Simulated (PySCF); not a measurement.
C₂H₆B, SMILES C[B]C, multiplicity 2. Atoms are numbered in the order given.

```xyz
9

C      1.4007    -0.0132     0.0977
B      0.0000     0.0000    -0.5581
C     -1.4007     0.0132     0.0977
H      1.6892     1.0547     0.1787
H      2.1910    -0.4921    -0.4967
H      1.4165    -0.4181     1.1271
H     -1.4165     0.4181     1.1271
H     -2.1910     0.4921    -0.4967
H     -1.6892    -1.0547     0.1787
```
Charge 0, spin multiplicity 2.

Geometry: PBE-D3(BJ)/def2-TZVP. The isomer is the one that the SMILES or the coordinates give; other isomers of the formula were not compared.

Method: PBE-D3(BJ)/def2-TZVP in PySCF.

No scaling factor is applied to the harmonic values.

| mode | ν (cm⁻¹) | IR (km/mol) | moving atoms (share of kinetic energy) |
|---|---|---|---|
| 1 | 111 | 2.2 | H 97 % |
| 2 | 121 | 4.9 | H 65 %, B 30 % |
| 3 | 288 | 0.0 | H 46 %, B 27 %, C 27 % |
| 4 | 597 | 0.1 | H 79 %, C 19 % |
| 5 | 657 | 0.9 | H 72 %, C 17 %, B 11 % |
| 6 | 777 | 0.6 | C 52 %, H 39 %, B 9 % |
| 7 | 792 | 3.5 | H 75 %, C 19 % |
| 8 | 980 | 18.0 | H 45 %, B 32 %, C 23 % |
| 9 | 1150 | 26.0 | B 48 %, H 47 % |
| 10 | 1251 | 6.9 | H 78 %, C 22 % |
| 11 | 1285 | 129.5 | H 46 %, C 35 %, B 19 % |
| 12 | 1364 | 7.6 | H 96 % |
| 13 | 1366 | 4.0 | H 96 % |
| 14 | 1403 | 0.3 | H 94 % |
| 15 | 1404 | 15.4 | H 93 % |
| 16 | 2907 | 3.4 | H 96 % |
| 17 | 2911 | 21.6 | H 96 % |
| 18 | 2965 | 16.4 | H 91 %, C 9 % |
| 19 | 2966 | 26.1 | H 91 %, C 9 % |
| 20 | 3036 | 4.0 | H 92 %, C 8 % |
| 21 | 3036 | 5.6 | H 92 %, C 8 % |
